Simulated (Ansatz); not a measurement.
Basis-set series for `CB[SiH2]O`. Total charge 0; spin multiplicity 1. The geometry is a stationary point of PBE0-D4/def2-TZVP. It is one conformer, not always the lowest.

| functional | basis | functions | energy (Eh) | HOMO (eV) | LUMO (eV) |
| --- | --- | --- | --- | --- | --- |
| PBE0-D4 | def2-SVP | 95 | -431.40521 | -7.40 | -1.75 |
| PBE0-D4 | def2-QZVPP | 451 | -431.69818 | -7.52 | -1.84 |
| ωB97M-V | def2-SVP | 95 | -431.59105 | -9.56 | 0.30 |
| ωB97M-V | def2-QZVPP | 451 | -431.89178 | -9.71 | 0.09 |

Problem. Give the rows for def2-TZVPP. (An estimate is asked.)

Solution. Computed: 
```tsv
functional	basis	functions	energy (Eh)	HOMO (eV)	LUMO (eV)
PBE0-D4	def2-TZVPP	233	-431.67949	-7.50	-1.82
ωB97M-V	def2-TZVPP	233	-431.87412	-9.69	0.14
```

Positive LUMOs are unbound and depend on the basis.
